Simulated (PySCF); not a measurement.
# Adding and removing an electron: CaO

RHF-CCSD; PySCF, no relativity, basis sets Ca 6-31G(d,p), O 6-31G(d,p). Neutral (RHF): singlet (closed shell), Re = 1.867 Å, ωe = 723 cm⁻¹, De = 2.62 eV.

CaO⁺ (UHF): doublet (π ↑), Re = 2.029 Å, ωe = 617 cm⁻¹, De = 2.66 eV to Ca⁺ + O. The energies at the minima are -751.88330 hartree for CaO and -751.66760 for CaO⁺.

Question: Work out the adiabatic ionisation energy, without and with harmonic zero-point energies (1 hartree = 27.2114 eV, 1 eV = 8065.5 cm⁻¹), and the change of the bond length.

Answer: At CCSD: 0.21570 hartree = 5.869 eV between the minima; the zero-point term (617.0 − 723.0)/2 cm⁻¹ = -0.007 eV makes it 5.863 eV. Re changes by +16.2 pm against the neutral. The electron leaves a π orbital, and the longer bond of the ion fits a bonding orbital, or a change in how ionic the bond is.

Correlated steps freeze 6 core orbitals. Correlated levels converge slowly with the basis: in double zeta they bind strong bonds too weakly, by up to about 1 eV, and carry superposition errors of some tenths. For an ion De counts to the pair picked by the measured ionisation energies or electron affinities, which need not be the lowest pair at this level. Where the molecule has an RHF reference, its open-shell atoms are computed with UHF. The CCSD T1 diagnostic is raised in CaO, a sign that a single reference may not be enough there. States were picked by a PBE0 search and need not be the measured ground states.

Neutral and ion stand on different kinds of reference determinant, which adds to the error of the difference.
